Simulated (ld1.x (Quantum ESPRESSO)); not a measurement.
**What one change does to a pseudopotential (carbon (C), RRKJ)**

- Element: carbon (C)
- Generator: ld1.x (Quantum ESPRESSO) 7.5
- Type: norm-conserving RRKJ (Kleinman–Bylander form)
- Functional: BP86
- Relativity: fully relativistic
- Frozen core: [He]
- Valence charge: 4
- Reference configuration: 2s1 2p3
- Partial waves: 2s (bound): rc 1.20 bohr; 2p (bound): rc 1.95 bohr
- Local potential: all-electron potential smoothed inside 1.55 bohr (lloc = -2)
- Core correction: a·sin(br)/r model core inside 0.80 bohr

Open shells are filled in proportion to 2j + 1 (rel_dist='average').

All-electron outer shells of the reference configuration (BP86, scalar-relativistic, ld1.x):

```
shell  level (eV)  outermost node (bohr)  outermost maximum (bohr)
   1s     -274.74                      –                      0.17
   2s      -14.32                   0.38                      1.22
   2p       -5.82                      –                      1.20
```

Change: local potential all-electron potential smoothed inside 1.26 bohr (lloc = -2).

Cutoffs: the cutoffs (Ry, on a coarse ladder) from which the occupation-weighted sum of valence levels, in a spherical-Bessel basis at the reference potential, stays within 10 and 1 mRy of its value at 400 Ry; they do not see the model core or the augmentation charge, which bear on the density cutoff. Errors are all-electron minus pseudo energies relative to the spin-unpolarised reference configuration.

Problem. Predict the effect on cutoff, ghosts and configuration errors.

Solution. The potential gets neither clearly harder nor softer (45 Ry and 60 Ry → 40 Ry and 60 Ry); of the 7 tests that both files solve, the error grows in 1 and shrinks in 0 by more than 15 % and 0.3 meV (median size 9.9 → 10.5 meV); the range in which the s phases agree widens (upper end 2.6 → at the end of the scan); neither file shows a bound ghost.

```tsv
quantity	base	changed
cutoff, loose	45 Ry	40 Ry
cutoff, tight	60 Ry	60 Ry
loose cutoff by channel (10 mRy a level)	s 45 Ry, p 25 Ry	s 40 Ry, p 25 Ry
bound ghosts	none	none
error for 2s2 2p2, meV [ΔE -8.49 eV]	-5.2	-5.1
error for 2s2 2p1, meV [ΔE 2.46 eV]	+54	+57
error for 2s2 2p0, meV [ΔE 26.65 eV]	+334	+356
error for 2s0 2p4, meV [ΔE 8.50 eV]	-4.1	-4.1
error for 2s2 2p1.5, meV [ΔE -4.48 eV]	+12	+13
error for 2s1 2p2, meV [ΔE 11.24 eV]	+7.8	+11
error for 2s2 2p2.3, meV [ΔE -9.67 eV]	-9.9	-9.5
s: phases at 2.15 bohr within 0.05 rad from the reference energy up to (Ry; the scan ends near 5)	2.6	to the end of the scan
p1/2: phases at 2.15 bohr within 0.05 rad from the reference energy up to (Ry; the scan ends near 5)	2.1	2.2
p3/2: phases at 2.15 bohr within 0.05 rad from the reference energy up to (Ry; the scan ends near 5)	2.1	2.2
```
